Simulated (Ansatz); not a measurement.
A nudged elastic band was laid between two geometries of C$_{3}$H$_{7}$BO (12 atoms, charge 0, multiplicity 1).

Theory: RKS PBE0-D4/cc-pVDZ (Ansatz 0.2.0).

```yaml
movable_images: 5
climbing_image: yes
spring: 5.0 eV/Å²
optimiser: quadratic models (default)
start_path: through a guess of the saddle point
force_threshold: 0.03 eV/Å
iteration_limit: 60
end_points: relaxed
```

Image 0:

```xyz
12
Properties=species:S:1:pos:R:3
C -1.654 0.059 0.682
B -0.174 0.278 1.167
C 1.078 0.141 0.301
C 1.005 -0.194 -1.006
O 2.088 -0.321 -1.787
H -2.130 -0.720 1.305
H -2.241 0.974 0.882
H -1.805 -0.215 -0.374
H -0.024 0.579 2.335
H 2.084 0.309 0.699
H 0.039 -0.380 -1.492
H 1.812 -0.564 -2.679
```

Image 6:

```xyz
12
Properties=species:S:1:pos:R:3
C -1.582 -0.038 0.572
B -0.166 0.170 1.215
C 1.156 0.121 0.428
C 1.300 -0.075 -0.901
O 0.263 -0.248 -1.741
H -2.396 -0.152 1.302
H -1.810 0.855 -0.043
H -1.605 -0.876 -0.143
H -0.080 0.408 2.404
H 2.108 0.258 0.951
H 2.290 -0.097 -1.377
H 0.599 -0.381 -2.634
```

Task: What changes between the two ends?

Result: No bond is made or broken.

Task: What energy profile does the band end with?

Result: The forces met the threshold. The highest image is number 3 of 0 to 6, 2.10 eV above the first end and 1.99 eV above the last; the last end lies 0.11 eV above the first. Neighbouring images differ by up to 1.6 eV, so the band resolves the path poorly. A vibrational analysis at the climbing image gives one clearly imaginary mode, 1136i cm⁻¹: a first-order saddle point.

```
image  path coordinate (Å)  energy (eV)
    0                 0.00         0.00
    1                 0.91         0.16
    2                 1.82         0.84
    3                 2.73         2.10
    4                 3.98         0.47
    5                 5.22         0.11
    6                 6.47         0.11
```

Task: What is the geometry of the highest image?

Result: 
```xyz
12
Properties=species:S:1:pos:R:3:forces:R:3
C -1.524 -0.068 0.476 0.00 0.00 0.00
B -0.119 0.251 1.146 0.00 0.00 0.01
C 1.208 0.313 0.465 0.00 0.00 -0.01
C 1.115 0.103 -0.895 0.00 0.00 0.00
O 1.222 -1.078 -1.446 0.01 0.00 0.00
H -1.956 -0.979 0.928 0.00 0.00 0.00
H -2.248 0.737 0.698 0.00 0.00 0.00
H -1.532 -0.227 -0.617 0.00 0.00 0.00
H -0.090 0.467 2.344 0.00 0.00 0.00
H 2.132 0.569 0.984 0.00 -0.01 0.00
H 0.847 0.880 -1.649 0.00 0.00 0.00
H 1.022 -1.024 -2.400 0.00 0.00 0.00
```

The band took 30 iterations and about 8 core-minutes.

The run took 4.1 min on 2 threads of AMD EPYC 9R14 (Zen 4), with other jobs on the host, peak memory 0.24 GiB.
